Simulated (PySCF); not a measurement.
# How methods differ on the excitation energy of F²⁺

F²⁺ [He] 2s2 2p3 (4S) → F²⁺ [He] 2s1 2p3 3s1 (6S), as a difference of total energies. All numbers are calculated (PySCF 2.14, no relativity, point nucleus, in aug-cc-pwCVTZ (7s6p4d2f, 59 functions)). Correlated levels: valence and next inner shell: nothing frozen. The calculations carry no spin-orbit coupling.

```
                                method  excitation energy (eV)
                                   UHF                  46.200
    MP2 (valence and next inner shell)                  48.104
SCS-MP2 (valence and next inner shell)                  48.593
   CCSD (valence and next inner shell)                  48.315
CCSD(T) (valence and next inner shell)                  48.348
```

How much does correlation contribute at CCSD(T) (valence and next inner shell)?

48.348 − (46.200) = 2.148 eV, measured against UHF.

The promoted electron is Rydberg-like, and one or two diffuse shells describe it only roughly, which tends to raise the upper state.
